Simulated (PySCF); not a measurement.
## Solvent effects on NMR parameters

Geometry:
```csv
atom,x (Å),y (Å),z (Å)
N1,3.639,0.317,-0.396
C2,2.492,0.217,-0.271
C3,1.082,0.094,-0.118
C4,0.286,1.229,0.089
F5,0.839,2.421,0.142
C6,-1.091,1.112,0.243
F7,-1.833,2.182,0.439
C8,-1.686,-0.149,0.183
F9,-2.987,-0.263,0.325
C10,-0.910,-1.290,-0.023
F11,-1.484,-2.474,-0.075
C12,0.466,-1.164,-0.175
F13,1.190,-2.244,-0.371
```

GIAO PBE0/pcSseg-1 in PySCF 2.14.0 with density-fitted response routines on one PBE0-D3(BJ)/def2-SVP conformer, non-relativistic, equivalent nuclei averaged. Solvents enter as an IEF-PCM continuum (methanol with ε = 32.6, dimethylsulfoxide with ε = 46.8) around the gas-phase geometry. Shifts are referred to TMS, CFCl3 computed in the same medium.

Gas phase, δ in ppm: C4/C12 156.2, C8 152.5, C6/C10 144.6, C2 112.5, C3 93.0, F5/F13 -133.3, F9 -149.6, F7/F11 -168.2. Dipole moment 2.85 D.

(1) How does each δ change in the continuum?

(2) Which of the listed nuclei move most (in ppm), and what does the model miss? (N and O are left out, as their reference compounds move with the solvent too.)

Answers

(1) 
```tsv
atoms	environment	Δδ, methanol	Δδ, dimethylsulfoxide
C4/C12	aromatic carbon bearing fluorine	+1.9	+1.9
C8	aromatic carbon bearing fluorine	+2.8	+2.8
C6/C10	aromatic carbon bearing fluorine	+1.6	+1.7
C2	nitrile carbon	+5.4	+5.5
C3	substituted aromatic carbon	-0.9	-0.9
F5/F13	aryl fluorine	+0.7	+0.7
F9	aryl fluorine	+4.1	+4.1
F7/F11	aryl fluorine	+0.7	+0.7
```

Changes are relative to the gas phase. The dipole moment becomes 3.86 D in methanol, 3.87 D in dimethylsulfoxide.

(2) C2 (nitrile carbon, +5.5 ppm) in dimethylsulfoxide. A continuum only polarises the solute; specific hydrogen bonds, the anisotropy of aromatic solvents and changes of geometry or conformer are outside it.
